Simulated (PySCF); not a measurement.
`[C@H]1(F)[C@H](C(C)=O)[C@H]1N`, C5H8FNO

Molfile (atoms numbered from 1):
```
C5H8FNO
     RDKit          3D

 16 16  0  0  0  0  0  0  0  0999 V2000
    2.2144   -0.0129   -1.2200 C   0  0  0  0  0  0  0  0  0  0  0  0
    1.3163   -0.4586   -0.0962 C   0  0  0  0  0  0  0  0  0  0  0  0
    1.7162   -1.0447    0.8832 O   0  0  0  0  0  0  0  0  0  0  0  0
   -0.1131   -0.1109   -0.2691 C   0  0  2  0  0  0  0  0  0  0  0  0
   -0.8862    0.3623    0.9613 C   0  0  1  0  0  0  0  0  0  0  0  0
   -1.7932    1.4465    0.8022 N   0  0  0  0  0  0  0  0  0  0  0  0
   -1.1404   -0.9984    0.4022 C   0  0  1  0  0  0  0  0  0  0  0  0
   -2.3089   -1.1996   -0.2722 F   0  0  0  0  0  0  0  0  0  0  0  0
    3.2440   -0.2871   -1.0081 H   0  0  0  0  0  0  0  0  0  0  0  0
    2.1381    1.0659   -1.3393 H   0  0  0  0  0  0  0  0  0  0  0  0
    1.8961   -0.4807   -2.1495 H   0  0  0  0  0  0  0  0  0  0  0  0
   -0.4039    0.3345   -1.2102 H   0  0  0  0  0  0  0  0  0  0  0  0
   -0.3127    0.4043    1.8798 H   0  0  0  0  0  0  0  0  0  0  0  0
   -2.3011    1.6320    1.6585 H   0  0  0  0  0  0  0  0  0  0  0  0
   -2.4588    1.2552    0.0605 H   0  0  0  0  0  0  0  0  0  0  0  0
   -0.8144   -1.8989    0.9054 H   0  0  0  0  0  0  0  0  0  0  0  0
  1  2  1  0
  2  3  2  0
  2  4  1  0
  4  5  1  0
  5  6  1  0
  5  7  1  0
  7  8  1  0
  7  4  1  0
  1  9  1  0
  1 10  1  0
  1 11  1  0
  4 12  1  6
  5 13  1  1
  6 14  1  0
  6 15  1  0
  7 16  1  1
M  END
```

Level of theory: TDDFT PBE0/def2-SVPD circular dichroism and optical rotation, one conformer, gas phase in PySCF. Geometry: GFN2-xTB.

The molecule is flexible and this is one conformer; a measurement averages over conformers. States above about 6.9 eV lie in this functional's continuum (it starts at minus the energy of the highest occupied orbital, well below the true ionisation energy for most functionals) and depend on the basis.

Question: Assign R or S to each stereocentre.

Answer: C4 S, C5 R, C7 S.

Question: Which excitations and rotatory strengths does the calculation give?

Answer: Rotatory strengths R in 10⁻⁴⁰ esu² cm², velocity form and length form (origin at the centre of mass); f in length form.
| state | E (eV) | λ (nm) | f | R (velocity) | R (length) | main |
| --- | --- | --- | --- | --- | --- | --- |
| 1 | 4.55 | 273 | 0.002 | +11.2 | +11.3 | HOMO−1→LUMO 0.64, HOMO→LUMO 0.35 |
| 2 | 5.38 | 231 | 0.045 | -1.5 | -1.7 | HOMO→LUMO 0.64, HOMO−1→LUMO 0.34 |
| 3 | 6.12 | 203 | 0.017 | -13.6 | -12.1 | HOMO→LUMO+1 0.92 |
| 4 | 6.80 | 182 | 0.033 | -6.8 | -6.5 | HOMO→LUMO+2 0.84 |
| 5 | 6.90 | 180 | 0.120 | -13.0 | -13.5 | HOMO−2→LUMO 0.85 |
| 6 | 7.01 | 177 | 0.012 | -3.4 | -3.0 | HOMO→LUMO+3 0.56, HOMO−1→LUMO+1 0.34 |
| 7 | 7.22 | 172 | 0.044 | +9.1 | +9.0 | HOMO−1→LUMO+1 0.48, HOMO→LUMO+3 0.32 |
| 8 | 7.36 | 169 | 0.009 | +0.2 | -0.4 | HOMO→LUMO+4 0.81, HOMO−1→LUMO+2 0.09 |
| 9 | 7.43 | 167 | 0.005 | +12.3 | +11.1 | HOMO−1→LUMO+2 0.82 |
| 10 | 7.87 | 157 | 0.017 | -7.9 | -8.8 | HOMO−2→LUMO+1 0.53, HOMO−1→LUMO+3 0.31 |
| 11 | 7.91 | 157 | 0.003 | +1.4 | +1.6 | HOMO→LUMO+5 0.34, HOMO−2→LUMO+1 0.31 |
| 12 | 7.95 | 156 | 0.011 | +8.5 | +8.5 | HOMO−1→LUMO+3 0.41, HOMO→LUMO+5 0.35 |

For state 8 the two forms differ in sign, so the sign of R isn't settled.

Among the states computed, the strongest CD band (largest |R|) is state 3. The largest dissymmetry factor in size, g = 4R/(D+G), with D and G the electric and magnetic dipole strengths, is +0.052 for state 1 (velocity form, f = 0.001), among bands with |R| over 0.5. The mirror image has the same energies and oscillator strengths and all R with the opposite sign.
